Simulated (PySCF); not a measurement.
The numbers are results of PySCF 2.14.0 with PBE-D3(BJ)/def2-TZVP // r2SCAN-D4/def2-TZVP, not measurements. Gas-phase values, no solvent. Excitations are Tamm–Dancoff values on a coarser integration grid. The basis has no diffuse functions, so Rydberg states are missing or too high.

Reference species (SMILES): `[CH3][Al]([CH3])[CH3]` (neutral, multiplicity 1).

```
Quantity               Value
-------------------  -------
S1 excitation (TDA)  5.21 eV
HOMO–LUMO gap        5.14 eV
```

Changed species: `[SiH3][Al]([SiH3])[SiH3]` (3 of 3 CH3 replaced by SiH3; the reference has 0 of 3 CH3 replaced by SiH3).

Question: Predict the effect on the S1 excitation (TDA) and HOMO–LUMO gap.

Answer: the S1 excitation (TDA) falls by 2.09 eV, to 3.12 eV; the HOMO–LUMO gap decreases by 2.20 eV, to 2.94 eV.
